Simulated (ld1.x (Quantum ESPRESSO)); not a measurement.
## Transferability test, TM potential for O

* Element: oxygen (O)
* Generator: ld1.x (Quantum ESPRESSO) 7.5
* Type: norm-conserving Troullier–Martins (Kleinman–Bylander form)
* Functional: PBE
* Relativity: non-relativistic
* Frozen core: [He]
* Valence charge: 6
* Reference configuration: 2s2 2p3.5 (charge +0.5)
* Partial waves: 2s (bound): rc 0.65 bohr; 2p (bound): rc 0.90 bohr; 3d channel at 0.15 Ry: rc 0.95 bohr
* Local potential: all-electron potential smoothed inside 0.70 bohr (lloc = -2)
* Core correction: a·sin(br)/r model core inside 0.40 bohr

Energies are relative to the spin-unpolarised reference configuration 2s2 2p3.5; without spin polarisation the order of configurations can differ from experiment.

| valence configuration | charge | ΔE all-electron (eV) | error AE − PS (meV) |
| --- | --- | --- | --- |
| 2s2 2p3 | +1 | 10.149 | +0.9 |
| 2s1 2p4 | +1 | 25.319 | +8.4 |
| 2s2 2p0 | +4 | 174.517 | +444 |
| 2s2 2p4.3 | -0.3 | -8.414 | +0.5 |
| 2s2 2p1 | +3 | 97.615 | +116 |

Problem. What are ΔE and the potential's error for 2s2 2p2?

Solution. ΔE = 43.743 eV all-electron; the error (AE − PS) is +20 meV.

Problem. What are ΔE and the potential's error for 2s2 2p4?

Solution. ΔE = -6.290 eV all-electron; the error (AE − PS) is +0.3 meV.

Levels in the configuration 2s2 2p4.3:

```
level  all-electron (eV)  pseudo (eV)
   2s            -19.935      -19.932
   2p             -5.197       -5.197
```
